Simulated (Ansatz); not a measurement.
Ansatz (a first-principles code) input (B3LYP-D3(BJ)/def2-TZVP):

Ansatz 0.2 input:
```yaml
crystal:
  periodic: [false, false, false]
  atoms:
    - {symbol: Si, position_ang: [-0.24103449, -0.04144971, 0.56270689]}
    - {symbol: Cl, position_ang: [0.13965552, -1.15441899, 2.15239030]}
    - {symbol: N, position_ang: [1.13590669, -0.74189654, -0.66662703]}
    - {symbol: N, position_ang: [0.22355768, 1.59228617, 0.56532119]}
    - {symbol: N, position_ang: [-1.62659019, -0.41556531, -0.34260991]}
    - {symbol: H, position_ang: [2.07295234, -0.61701955, -0.28575298]}
    - {symbol: H, position_ang: [1.09612681, -0.25751829, -1.56234314]}
    - {symbol: H, position_ang: [-0.35677442, 2.31602985, 0.17195230]}
    - {symbol: H, position_ang: [0.80924936, 1.97411566, 1.29242436]}
    - {symbol: H, position_ang: [-2.09918736, 0.26512609, -0.91608926]}
    - {symbol: H, position_ang: [-2.27078846, -1.13220296, -0.04491511]}
    - {symbol: H, position_ang: [0.99903965, -1.73655271, -0.84218790]}
basis:
  gaussian:
    orbitals: def2-TZVP
hamiltonian:
  xc: b3lyp
  dispersion: d3bj
total_charge: 1
relax: {f_tol: 0.002, max_steps: 150}
```

End of the output:

```
reference -24986.01373718 eV, -918.2190687130 hartree; 29, 29 occupied and 180, 180 virtual orbitals, 1297 factors
Total energy: -24986.53765946 eV, -918.2383225015 hartree
Atom 0 at    -0.233623    -0.031427     0.467520 Å, force    -0.000157    -0.000543     0.000283 eV/Å
Atom 1 at     0.032927    -1.202626     2.097246 Å, force    -0.000190    -0.000172     0.000715 eV/Å
Atom 2 at     1.175615    -0.726862    -0.619662 Å, force    -0.000115    -0.000167    -0.000900 eV/Å
Atom 3 at     0.161668     1.597085     0.499702 Å, force     0.000160     0.000453    -0.000569 eV/Å
Atom 4 at    -1.672896    -0.364113    -0.307113 Å, force     0.001157     0.000407     0.000117 eV/Å
Atom 5 at     2.098316    -0.632613    -0.190619 Å, force    -0.000260     0.000073     0.000030 eV/Å
Atom 6 at     1.204603    -0.248168    -1.522004 Å, force     0.000201    -0.000068     0.000060 eV/Å
Atom 7 at    -0.571697     2.282816     0.616468 Å, force    -0.000611     0.000037    -0.000000 eV/Å
Atom 8 at     1.041661     1.954338     0.842760 Å, force     0.000643    -0.000177     0.000374 eV/Å
Atom 9 at    -2.091363     0.242058    -0.996340 Å, force    -0.000531    -0.000231    -0.000126 eV/Å
Atom 10 at    -2.295087    -1.097308    -0.003258 Å, force    -0.000242    -0.000087    -0.000116 eV/Å
Atom 11 at     1.031989    -1.722245    -0.800431 Å, force    -0.000053     0.000477     0.000132 eV/Å
Dipole moment:     0.486984     0.136808    -0.963525 e Å
```

It need not be the lowest isomer of its formula.
